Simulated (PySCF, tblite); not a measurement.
Compound: C₅H₇FO₃.
Atom-mapped SMILES: `[CH3:1][O:2]/[C:3]([F:4])=[CH:5]\[O:6][C:7]([CH3:8])=[O:9]` (hydrogens: H10, H11, H12 on C1; H13 on C5; H14, H15, H16 on C8)

Computed with GFN2-xTB (tblite), gas phase: Langevin dynamics at 200 K from the optimised GFN2-xTB geometry, time step 0.5 fs, friction 0.01 fs⁻¹, 2000 steps. Over the second half of the run the saved frames average 212 K.

Frame at 250 fs, instantaneous temperature 150 K:
```
atom  x, y, z in Å
C1      1.984    0.912   -0.372
O2      1.398    0.199    0.714
C3      1.016   -1.017    0.429
F4      2.052   -1.836    0.148
C5     -0.135   -1.617    0.646
O6     -1.347   -1.029    0.863
C7     -1.752   -0.133   -0.032
C8     -3.224    0.069    0.238
O9     -1.107    0.415   -0.899
H10     2.276    1.874    0.035
H11     2.862    0.401   -0.823
H12     1.288    1.027   -1.149
H13    -0.161   -2.657    0.580
H14    -3.238    0.331    1.256
H15    -3.611    0.880   -0.371
H16    -3.836   -0.803    0.088
```

Frame at 425 fs, instantaneous temperature 173 K:
```
atom  x, y, z in Å
C1      1.392    1.042    0.088
O2      0.775    0.226    1.084
C3      0.742   -1.075    0.704
F4      1.980   -1.667    0.538
C5     -0.350   -1.850    0.568
O6     -1.628   -1.490    0.875
C7     -2.161   -0.324    0.297
C8     -3.466    0.060    0.845
O9     -1.619    0.228   -0.601
H10     1.544    2.047    0.467
H11     2.387    0.756   -0.134
H12     0.701    1.037   -0.817
H13    -0.256   -2.952    0.522
H14    -3.756   -0.644    1.629
H15    -3.315    1.063    1.279
H16    -4.173    0.085    0.028
```

Frame at 625 fs, instantaneous temperature 147 K:
```
atom  x, y, z in Å
C1      1.678    1.185    0.159
O2      0.917    0.309    0.984
C3      0.873   -0.918    0.601
F4      1.998   -1.434    0.061
C5     -0.133   -1.827    0.729
O6     -1.366   -1.497    1.248
C7     -2.071   -0.591    0.488
C8     -3.438   -0.335    1.029
O9     -1.592   -0.113   -0.499
H10     1.441    2.141    0.617
H11     2.714    0.953    0.156
H12     1.379    1.248   -0.912
H13     0.001   -2.909    0.518
H14    -3.869    0.481    0.464
H15    -4.057   -1.264    0.936
H16    -3.447   -0.171    2.100
```

Frame at 800 fs, instantaneous temperature 233 K:
```
atom  x, y, z in Å
C1      1.985    1.250    0.466
O2      0.998    0.393    1.080
C3      1.003   -0.913    0.782
F4      2.076   -1.381    0.190
C5      0.069   -1.829    1.081
O6     -1.210   -1.528    1.546
C7     -1.967   -0.621    0.838
C8     -3.123   -0.290    1.710
O9     -1.694   -0.227   -0.251
H10     1.547    2.254    0.499
H11     3.011    1.219    0.922
H12     2.139    0.876   -0.569
H13     0.242   -2.888    1.056
H14    -3.359    0.745    1.566
H15    -3.985   -0.892    1.464
H16    -2.823   -0.391    2.695
```

Frame at 1000 fs, instantaneous temperature 183 K:
```
atom  x, y, z in Å
C1      2.261    1.000    0.654
O2      1.092    0.348    0.997
C3      0.831   -0.869    0.444
F4      1.810   -1.403   -0.309
C5     -0.296   -1.582    0.583
O6     -1.308   -1.081    1.329
C7     -1.787    0.184    1.144
C8     -2.646    0.476    2.353
O9     -1.641    0.875    0.195
H10     2.472    1.678    1.467
H11     3.069    0.224    0.548
H12     2.186    1.588   -0.286
H13    -0.424   -2.575    0.147
H14    -3.603    0.942    1.965
H15    -2.856   -0.451    2.869
H16    -2.062    1.133    3.027
```

Task: What do single points at PBE0/pcSseg-1 (PySCF, gas phase) give on these frames?

Result: 
```json
{"t (fs)": "250", "GFN2-xTB E above start (eV)": "0.37", "DFT E above lowest frame (eV)": "0.06", "HOMO (eV)": "-7.04", "LUMO (eV)": "-0.01", "dipole (D)": "1.08"}
{"t (fs)": "425", "GFN2-xTB E above start (eV)": "0.38", "DFT E above lowest frame (eV)": "0.05", "HOMO (eV)": "-6.82", "LUMO (eV)": "-0.25", "dipole (D)": "1.65"}
{"t (fs)": "625", "GFN2-xTB E above start (eV)": "0.30", "DFT E above lowest frame (eV)": "0.00", "HOMO (eV)": "-6.38", "LUMO (eV)": "0.10", "dipole (D)": "1.33"}
{"t (fs)": "800", "GFN2-xTB E above start (eV)": "0.39", "DFT E above lowest frame (eV)": "0.17", "HOMO (eV)": "-6.28", "LUMO (eV)": "0.17", "dipole (D)": "1.83"}
{"t (fs)": "1000", "GFN2-xTB E above start (eV)": "0.31", "DFT E above lowest frame (eV)": "0.10", "HOMO (eV)": "-6.45", "LUMO (eV)": "0.20", "dipole (D)": "1.86"}
```

The two levels order the frames alike by energy but for pairs within 0.08 eV at one level; measured from each level's lowest frame they differ by 0.09 eV at most. The HOMO–LUMO gap runs from 6.45 to 7.03 eV. These are instantaneous structures, not minima.

Task: And the isotropic GIAO shieldings (ppm) from the same runs?

Result: 
```csv
atom,250 fs,425 fs,625 fs,800 fs,1000 fs,mean,range
C1,130.9,131.1,131.9,127.0,134.3,131.0,7.3
O2,243.1,231.4,242.1,229.9,234.6,236.2,13.2
C3,20.5,12.2,17.4,21.9,17.5,17.9,9.7
F4,290.7,287.5,295.2,304.5,309.8,297.5,22.3
C5,80.6,67.7,74.5,79.0,79.3,76.2,12.9
O6,133.5,94.1,110.3,110.3,131.7,116.0,39.4
C7,11.1,11.5,11.4,14.1,17.4,13.1,6.3
C8,163.9,165.8,164.7,168.8,157.9,164.2,10.9
O9,-105.8,-115.2,-126.2,-103.3,-99.5,-110.0,26.7
H10,28.1,28.2,27.8,27.3,28.0,27.9,0.9
H11,27.5,28.4,28.2,27.2,26.6,27.6,1.8
H12,28.3,26.5,27.6,27.0,27.6,27.4,1.8
H13,26.7,25.1,25.1,25.8,25.2,25.6,1.6
H14,30.4,29.3,29.7,30.5,28.6,29.7,1.9
H15,30.0,29.0,28.6,29.7,29.5,29.4,1.4
H16,29.6,29.4,29.4,30.9,28.9,29.6,2.0
```

What follows is the cost of the whole dynamics run. Time: 19 s of wall time; peak memory 0.18 GiB. Hardware: an Arm Neoverse N1 with one thread (shared host).
